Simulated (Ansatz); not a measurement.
Basis-set series for `CC1BB1F`. The species carries charge 0 and has multiplicity 1. Geometry: relaxed with PBE0-D4/def2-TZVP.

| functional | basis | functions | energy (Eh) | HOMO (eV) | LUMO (eV) |
| --- | --- | --- | --- | --- | --- |
| PBE0-D4 | def2-TZVPP | 225 | -228.57054 | -7.56 | -0.45 |
| PBE0-D4 | def2-QZVPP | 435 | -228.58333 | -7.57 | -0.49 |
| ωB97M-V | def2-TZVPP | 225 | -228.73888 | -9.70 | 1.56 |
| ωB97M-V | def2-QZVPP | 435 | -228.75065 | -9.71 | 1.31 |

(1) Give the rows for def2-SVP. (An estimate is asked.)

Answers

(1) The calculation gave: 
```
functional     basis  functions  energy (Eh)  HOMO (eV)  LUMO (eV)
   PBE0-D4  def2-SVP         95   -228.30981      -7.54      -0.32
   ωB97M-V  def2-SVP         95   -228.46810      -9.66       1.82
```

Positive LUMOs are unbound and depend on the basis.

Program: Ansatz 0.2.0.
